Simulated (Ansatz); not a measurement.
Start from `[NH2][Zr]([NH2])([NH2])[Cl]` and change one element to get `[NH2][Zr]([NH2])([NH2])[I]`.

Ansatz, PBE0-D4/def2-TZVP geometries, multiplicity 1. Each molecule was computed in one conformer, which needn't be the lowest.

Elements past krypton have def2 core potentials.  Spin–orbit coupling is left out; it splits and shifts lone-pair levels of the heavy atoms by tenths of an eV.

```
                                          property  `[NH2][Zr]([NH2])([NH2])[Cl]`
               LUMO energy (B3LYP/def2-TZVPP) / eV                          -0.67
                 LUMO energy (PBE/def2-TZVPP) / eV                          -1.32
               HOMO–LUMO gap (PBE/def2-TZVPP) / eV                           4.68
  size of the dipole moment (B3LYP/def2-TZVPP) / D                           2.87
             LUMO energy (ωB97M-V/def2-TZVPP) / eV                           0.77
size of the dipole moment (ωB97M-V/def2-TZVPP) / D                           2.83
```

Problem. What does the change do to each property? (An estimate is asked.)

Solution. The calculation gave: 
```json
{"property": "LUMO energy (B3LYP/def2-TZVPP) / eV", "`[NH2][Zr]([NH2])([NH2])[I]`": "-0.94", "shift": "-0.27"}
{"property": "LUMO energy (PBE/def2-TZVPP) / eV", "`[NH2][Zr]([NH2])([NH2])[I]`": "-1.56", "shift": "-0.24"}
{"property": "HOMO–LUMO gap (PBE/def2-TZVPP) / eV", "`[NH2][Zr]([NH2])([NH2])[I]`": "4.38", "shift": "-0.30"}
{"property": "size of the dipole moment (B3LYP/def2-TZVPP) / D", "`[NH2][Zr]([NH2])([NH2])[I]`": "3.41", "shift": "0.54"}
{"property": "LUMO energy (ωB97M-V/def2-TZVPP) / eV", "`[NH2][Zr]([NH2])([NH2])[I]`": "0.72", "shift": "-0.05"}
{"property": "size of the dipole moment (ωB97M-V/def2-TZVPP) / D", "`[NH2][Zr]([NH2])([NH2])[I]`": "3.48", "shift": "0.65"}
```

With PBE0 the HOMO rises by 0.27 eV and the LUMO falls by 0.28 eV, so the gap narrows by about 0.55 eV. PBE moves the HOMO by 0.06 eV and ωB97M-V by 0.52 eV. Dipoles are sizes alone; their direction can turn.

Positive LUMOs are unbound, so they and the gaps depend on the basis.

B3LYP here is the variant with VWN-RPA as its local correlation; programs differ in this.
